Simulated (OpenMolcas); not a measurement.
**An input for CH6BNO2 (SMILES COB(N)O)**

The species is CH6BNO2 (11 atoms), meant as a singlet with charge 0. SMILES: `COB(N)O`. The coordinates come from a PBE0-D4/def2-TZVP relaxation. This is one conformer, not always the lowest.

```xyz
11

C     0.7135    0.8516    1.1297
O    -0.4467    0.1025    0.8785
B    -0.6440   -0.5067   -0.3384
N     0.2758   -0.4319   -1.4037
O    -1.8010   -1.2231   -0.5148
H     0.8013    1.7018    0.4431
H     0.6544    1.2386    2.1476
H     1.6169    0.2360    1.0476
H     1.1441    0.0663   -1.3669
H     0.0952   -0.8909   -2.2775
H    -2.3441   -1.2011    0.2754
```

Settings wanted:

| Setting | Value |
| --- | --- |
| method | DFT |
| reference | RKS |
| integral approximation | none |
| basis set | 6-31G* |
| task | gradient |
| functional | B3LYP |
| dispersion | none |
| nucleus | point |
| integration grid | UltraFine |
| SCF convergence threshold | 1e-10 |
| d and f functions | spherical |

Task: Give an OpenMolcas 26.06 job that does this.

Result: One that was run (others would do as well):

struct.xyz:
```
11

C      0.713500     0.851600     1.129700
O     -0.446700     0.102500     0.878500
B     -0.644000    -0.506700    -0.338400
N      0.275800    -0.431900    -1.403700
O     -1.801000    -1.223100    -0.514800
H      0.801300     1.701800     0.443100
H      0.654400     1.238600     2.147600
H      1.616900     0.236000     1.047600
H      1.144100     0.066300    -1.366900
H      0.095200    -0.890900    -2.277500
H     -2.344100    -1.201100     0.275400
```

calc.inp:
```
&GATEWAY
 BASLIB=$CurrDir
 COORD=struct.xyz
 BASIS=6-31Gs
 GROUP=NoSym

&SEWARD
 GRIDINPUT
 Grid=UltraFine
 End of Grid

&SCF
 KSDFT=B3LYP
 THRESHOLDS=1e-10 1e-07 1e-07 1e-05
 PRORBITALS=1 2

&ALASKA
```

```bash
$ export MOLCAS_MEM=1860
$ pymolcas calc.inp > calc.log
```

(Basis files named in the input come from the Basis Set Exchange and aren't shown.)

Calculated total energy: -271.89229 Eh, largest force 0.470 eV/Å.
